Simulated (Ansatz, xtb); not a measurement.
## Relative energy of two isomers of C3H6SeSi

We compare I, `CC#C[SiH2][SeH]`, a singlet, with II, `C1=C[Se]C[SiH2]1`, a singlet. Both are isolated molecules in the gas phase, relaxed with r2SCAN-D4/def2-SVP; the shapes shown needn't be the lowest conformers.

I (Å):

```xyz
11

C    -2.3604   -1.6507    0.5911
C    -1.3259   -0.6369    0.5421
C    -0.4528    0.2207    0.4956
Se    0.1015    3.4695    1.4233
Si    0.8227    1.5172    0.4625
H    -2.1242   -2.4243    1.3396
H    -3.3343   -1.2083    0.8567
H    -2.4719   -2.1486   -0.3858
H     1.1509    1.9077   -0.9373
H     2.0485    1.0158    1.1482
H    -0.0944    2.8340    2.7364
```

II (Å):

```xyz
11

C    -1.0752   -1.0884    0.8685
C    -1.7345   -0.6911   -0.2403
C    -0.4499    1.7145    0.5421
Se   -1.6510    1.0865   -0.8884
Si   -0.0846    0.2453    1.7043
H    -1.1643   -2.1319    1.1921
H    -2.3637   -1.3531   -0.8491
H    -0.9510    2.5435    1.0644
H     0.4628    2.1071    0.0688
H     1.3831   -0.0435    1.7639
H    -0.5322    0.5390    3.1024
```

Estimate which is lower in electronic energy at CCSD(T)/def2-SVP + ΔMP2/def2-TZVPP, and by roughly how much.

The CCSD(T)/def2-SVP + ΔMP2/def2-TZVPP calculation puts structure II lower, by 6.4 kcal/mol.

Level by level:

```tsv
level	geometry	E(II) − E(I) (kcal/mol)	departure from the last row (kcal/mol)	job, with rough time for the two
GFN2-xTB	GFN2-xTB	+4.9	+11.3	optimisation, 0.32 s
HF/STO-3G	GFN2-xTB	−21.0	−14.6	single point, 1.7 s
r2SCAN-D4/def2-SVP//GFN2-xTB	GFN2-xTB	−8.7	−2.3	single point, 4.8 s
r2SCAN-D4/def2-SVP	r2SCAN-D4/def2-SVP	−7.8	−1.4	optimisation, 78 s
HF/def2-SVP	r2SCAN-D4/def2-SVP	+3.8	+10.1	part of the CCSD(T) run
MP2/def2-SVP	r2SCAN-D4/def2-SVP	−1.0	+5.4	part of the CCSD(T) run
CCSD(T)/def2-SVP	r2SCAN-D4/def2-SVP	−1.9	+4.5	single point
CCSD(T)/def2-SVP + ΔMP2/def2-TZVPP	r2SCAN-D4/def2-SVP	−6.4		single point, 1.7 min
```

As drawn, II has 1 C=C, 2 C–Se, 1 C–Si, 1 C–H in place of 1 C–C, 1 C≡C, 1 Se–Si, 1 Se–H. Structure I has no ring, II a 5-membered ring.

GFN2-xTB, HF/def2-SVP put the two in the other order. The largest departure from CCSD(T)/def2-SVP + ΔMP2/def2-TZVPP is that of HF/STO-3G, 14.6 kcal/mol. The last row adds to CCSD(T) the change of the MP2 difference between the two basis sets, here −4.5 kcal/mol, a large step that makes the value less sure.

With thermal terms from frequencies at re-optimised GFN2-xTB minima (ideal gas, soft modes damped towards free rotors, one conformer each, 298.15 K, 1 atm): the zero-point term adds +2.8 kcal/mol; ΔH is −5.1 and ΔG −1.0 kcal/mol.

The correlated steps freeze 17 core orbitals; the filled d shell of Se is correlated, in a basis made for valence electrons. Codes used: Ansatz 0.2.0, xtb 6.7.1; the last row on 2 threads of Intel(R) Xeon(R) Processor @ 2.70GHz on a shared host.
